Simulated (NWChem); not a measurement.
GeSiH3F, singlet; SMILES [F][Ge][SiH3]

Results from NWChem. Pople sets run with spherical d functions. Low-valent species are run as closed-shell singlets; no triplet was tried in these runs. Coordinates come from a PBE0/def2-SVP optimisation. LC-ωPBE (HJS hole) with 6-31G*; x = 1 − exp(−ω/0.25 bohr⁻¹) is a scale chosen for this fit.

```csv
row,x,−ε(HOMO) (eV)
ω = 0.10,0.330,6.85
ω = 0.15,0.451,7.40
ω = 0.20,0.551,7.85
ω = 0.35,0.753,8.71
ω = 0.60,0.909,withheld
```

Question: Fit a straight line of the last column on the one before it, predict the withheld value, and compare with the run.

Answer: 
1. Means of the 4 shown rows: x = 0.5212, y = 7.703. Slope Σ(x − x̄)(y − ȳ)/Σ(x − x̄)² = 0.4222/0.09610 = 4.393; intercept 5.413.
2. The shown rows scatter about the line by 0.012 (root mean square); the largest residual is +0.02, at ω = 0.20.
3. At x = 0.909 (ω = 0.60; beyond the shown range) the line gives 9.41.
4. The run gives 9.34, -0.07 from the line.
